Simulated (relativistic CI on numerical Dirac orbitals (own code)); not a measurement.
## One change at a time: Bi LXXV

Base calculation: Dirac-Coulomb-Breit CI, KLI orbitals optimised for each configuration, QED by a radiative potential, unscaled Slater integrals.

CI space (outside the closed core 1s2): 2s²2p⁵, 2s2p⁶, 2s²2p⁴3s, 2p⁶3s, 2s²2p⁴3p, 2p⁶3p, 2p⁶3d, 2s²2p⁴3d, 2s2p⁵3s, 2s2p⁵3p, 2s2p⁵3d, 2s²2p⁴4s, 2s²2p⁴4p, 2s²2p⁴4d, 2s²2p⁴4f, 2s²2p³3s². Levels of other configurations are missing.

Variants: (1) P86 correlation estimate; (2) one mean potential for all configurations. Shifts of the energy above 2s²2p⁵ ²P°3/2, in eV, for the lowest level and the first level of each name with at least 55 % of one term (blank where a level changes its place among those of its configuration and J or its character, or is not in the variant):

| Level | Base | Δ(1) | Δ(2) |
| --- | --- | --- | --- |
| 2s²2p⁵ ²P°3/2 | 0.0 | 0.0 | 0.0 |
| 2s²2p⁵ ²P°1/2 | 2378.5 | 0.0 | -0.2 |
| 2s2p⁶ ²S1/2 | 2955.3 | +0.1 | +0.6 |
| 2s²2p⁴3s ⁴P5/2 | 10668.5 | +1.3 | -2.4 |
| 2s²2p⁴3s ²P3/2 | 10681.4 | +1.3 | -2.4 |
| 2s²2p⁴3s ²S1/2 | 10746.2 | +1.3 | -2.7 |
| 2s²2p⁴3p ²P°1/2 | 10906.8 | +1.4 | -2.5 |
| 2s²2p⁴3p ⁴D°7/2 | 11506.1 | +1.4 | -2.2 |
| 2s²2p⁴3d ²D3/2 | 11751.7 | +1.1 | -2.8 |
| 2s²2p⁴3d ⁴F9/2 | 11828.4 | +1.1 | -2.4 |
| 2s²2p⁴3d ²P1/2 | 11845.1 | +1.1 | -2.4 |
| 2s²2p⁴3s ⁴P3/2 | 13060.6 | +1.3 | -1.4 |
| 2s²2p⁴3s ²P1/2 | 13072.0 | +1.3 | -1.3 |
| 2s²2p⁴3s ²D5/2 | 13080.6 | +1.3 | -1.4 |
| 2s²2p⁴3s ²D3/2 | 13088.5 | +1.3 | -1.3 |
| 2s2p⁵3s ⁴P°5/2 | 13554.8 | +1.4 | -1.6 |
| 2s2p⁵3s ²P°3/2 | 13588.2 | +1.4 | -1.4 |
| 2s2p⁵3s ²P°1/2 | 13665.5 | +1.4 | -1.7 |
| 2s2p⁵3p ²D3/2 | 13827.6 | +1.4 | -1.7 |
| 2s²2p⁴3p ²F°7/2 | 13914.4 | +1.4 | -1.2 |
| 2s²2p⁴3d ⁴D1/2 | 14059.8 | +1.1 | -1.5 |
| 2s²2p⁴3d ⁴F5/2 | 14077.9 | +1.1 | -1.4 |

At this charge energies of transitions that change n are usually good to better than 1 %, and those within a shell (Δn = 0) to a few per cent.

Ionisation energy from the two ground configurations alone: base 20498.6 eV. The NIST ASD value (theoretical) is 20500 eV.

LS names give the leading component of a level, which can be under half, so a name can repeat, a term be missing and a line seem to break the LS rules.
